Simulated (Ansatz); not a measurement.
System: ScF₂ (charge 0, doublet). The spin state was set by rule; other spins were not relaxed. 
Structure (B3LYP-D3(BJ)/def2-TZVP (Ansatz, a first-principles code) minimum search):
```xyz
3

Sc     0.3640     0.1770     0.1193
F     -0.6480     0.9645    -1.1956
F     -0.2013    -1.3776     0.9174
```
Charge 0, spin multiplicity 2.

Basis-set convergence of Hartree-Fock and MP2 correlation energies (hartree) with Ansatz. Cores are frozen in the correlated levels unless marked. Open shells are spin-unrestricted. Spin-orbit coupling is left out. Frozen are the shells of the preceding noble gas and the d and f shells that filled before the atom's block. Non-relativistic.

```tsv
basis	functions	E(HF)	E(corr, MP2)
def2-SVP	59	-958.52843	-0.42916
def2-TZVPP	126	[?]	[?]
```

What belongs in the gaps?


- def2-TZVPP, E(HF): -958.88676
- def2-TZVPP, E(corr, MP2): -0.57063
